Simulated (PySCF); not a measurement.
**Structure elucidation problem**

The spectra below were simulated for a compound C$_{6}$H$_{7}$NO.

1H NMR (600 MHz, computed): δ 7.50 (m, 2H), 7.12 (d, 2H), 7.09 (t, 1H), 6.35 (br s, 1H), 4.07 (br s, 1H).

13C{1H} NMR (computed): δ 158.4 (C), 135.9 (CH, 2C), 126.2 (CH), 117.1 (CH, 2C).

- shielding tensors at B97-2/pcSseg-2 (GIAO)
- geometry from PBE0-D3(BJ)/def2-TZVP
- code: PySCF 2.14.0 with density-fitted response routines
- averaged over atoms made equivalent by symmetry, fast rotation or ring inversion, in vacuum, a single conformation, non-relativistic Hamiltonian

References, each an isolated molecule treated in the same way: 1H, 13C vs TMS.

Task: What is the structure?

Result: 
1. The formula gives 4 degrees of unsaturation (1 ring in the answer).
2. 4 carbon signals for 6 carbons: some carbons are equivalent by symmetry or fast rotation.
3. Carbon types of the structure: 1 × C, 5 × CH, leaving 2 H on heteroatoms.
4. δC 158.4: aromatic carbon bearing nitrogen; σ withdrawal by the attached heteroatom moves it downfield of the ring CH carbons.
5. δC 135.9, 126.2, 117.1: aromatic CH.
6. δH 7.50, 7.12, 7.09: hydrogen on an aromatic CH; aromatic region.
7. δH 6.35: hydrogen on a nitrogen bonded to O or N; exchangeable, gas-phase position.
8. δH 4.07: hydrogen on a N–OH oxygen; labile proton, position sensitive to the medium.

Structure: `c1c(NO)cccc1`.

The data come from this structure; uniqueness wasn't tested.

OH and NH positions are those of a molecule without intermolecular hydrogen bonds; in solution they move with solvent, concentration and temperature, and exchange usually removes their couplings. Shifts are as computed. Against solution values, carbons near 30 ppm lie about +3 ppm off and those near 130 ppm about +7 ppm. Of 1211 compounds with measured shifts, 218 miss one by over three times the rms of a fit or turn the order of signals round; such compounds aren't used in these exercises. Multiplicities follow the n + 1 count of equivalent neighbours, as no J values were calculated; m marks all less simple cases, F and P coupling included.
